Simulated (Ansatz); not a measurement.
Ideal-gas functions of CH5ClInN, SMILES `C[NH][InH][Cl]` at 298.15 K and 1 bar, from an Ansatz frequency run at PBE0-D4/def2-TZVP.

Molar mass 181.33 g/mol, point group Cs (symmetry number 1), electronic degeneracy 1, moments of inertia 136.579, 215.685, 349.095 u Å². Harmonic wavenumbers (cm⁻¹, unscaled): 89, 94, 144, 266, 347, 380, 414, 459, 578, 1089, 1133, 1139, 1384, 1458, 1487, 1509, 1909, 3002, 3046, 3116, 3627.

Use S(trans) = R[1.5 ln M + 2.5 ln T − 1.1517]; rotational temperatures θ = 24.2544 K / I; S(rot) = R[ln(√π/σ · √(T³/θAθBθC)) + 1.5]; for each mode x = 1.438777 ν̃/T, S = R[x/(eˣ − 1) − ln(1 − e⁻ˣ)] and H = RT x/(eˣ − 1); 1 cm⁻¹ = 0.0119627 kJ/mol; R = 8.31446 J/(mol·K).

Q: By hand: the entropy, in J/(mol·K).

A: Translation 173.7. Rotation: θ = 0.1776, 0.1125, 0.0695 K, giving 115.6. Vibration, mode by mode: 15.41, 14.96, 11.51, 6.79, 4.94, 4.35, 3.82, 3.22, 2.05, 0.27, 0.23, 0.22, 0.08, 0.06, 0.05, 0.05, 0.01, 0.00, 0.00, 0.00, 0.00, in all 68.0. Electronic 0.0. Sum 357.3 J/(mol·K).

Q: By hand: H − E and G − E in kJ/mol, counted from the electronic energy.

A: Zero-point energy ½ × 26670 × 0.0119627 = 159.5; thermal vibration 10.9; translation, rotation and pV give 4 RT = 9.9. H − E = 180.3 kJ/mol, and G − E = 180.3 − 298.15 × 357.3/1000 = 73.8 kJ/mol.

Vibration gives 19 % of the entropy, 41.9 J/(mol·K) of it from the modes under 150 cm⁻¹: soft modes count most, and the harmonic formula is weakest for them. The sum counts one conformer and one mirror image; others add a mixing term.
